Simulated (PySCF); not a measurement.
System: C₂H₇GaO₂, charge 0, multiplicity 1. SMILES: [O](C)[GaH][O]C
Structure (B3LYP-D3(BJ)/def2-TZVP (Ansatz) minimum search):
```xyz
12

C      2.2942     0.8229     0.2625
O      1.6646    -0.3295    -0.2781
Ga    -0.0978    -0.5736    -0.2836
O     -0.9941     0.7850     0.4636
C     -2.4014     0.8417     0.5866
H      2.8751     1.3190    -0.5204
H      2.9809     0.5204     1.0585
H      1.5807     1.5420     0.6740
H     -0.7579    -1.8390    -0.8793
H     -2.7828     1.7237     0.0633
H     -2.6771     0.9251     1.6422
H     -2.9075    -0.0402     0.1744
```

Dispersion corrections to the total energy (kcal/mol) from the dftd3 and dftd4 libraries through PySCF: D3(BJ) without and D4 with the three-body term, each with the damping fitted for the functional named.

| functional | D3(BJ) | D4 |
|---|---|---|
| B3LYP | -7.74 | -8.01 |
| HSE06 | -3.04 | -3.93 |
| PBE0 | -3.85 | -4.21 |
| PBE | [?] | -4.98 |
| BP86 | -7.21 | -6.70 |
| BHLYP | [?] | -6.17 |
| B2PLYP | -3.70 | [?] |

Q: Some entries are withheld; supply them.

A: 
- PBE, D3(BJ): -4.37
- BHLYP, D3(BJ): -6.22
- B2PLYP, D4: -3.47
